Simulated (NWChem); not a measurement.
# CH3BeFS; SMILES C[S][Be][F]

```xyz
7

Be     0.1554    -1.0924    -0.0002
F     -0.2021    -2.4379     0.0000
S      0.6762     0.7317     0.0000
C     -0.9622     1.5571     0.0000
H     -1.5398     1.3165    -0.9024
H     -0.7639     2.6371     0.0058
H     -1.5447     1.3078     0.8968
```
Atoms are numbered in this order, from 1.

Program: NWChem. Structure relaxed at the PBE0/def2-SVP level. Ions are spin-unrestricted doublets at the neutral geometry; other ion states weren't tried.

For level PBE/def2-SVP:

| Property | Value |
|---|---|
| −ε(HOMO) (eV) | 5.91 |

What are these values for level CAM-B3LYP/def2-SVP?


- −ε(HOMO) (eV): 8.40
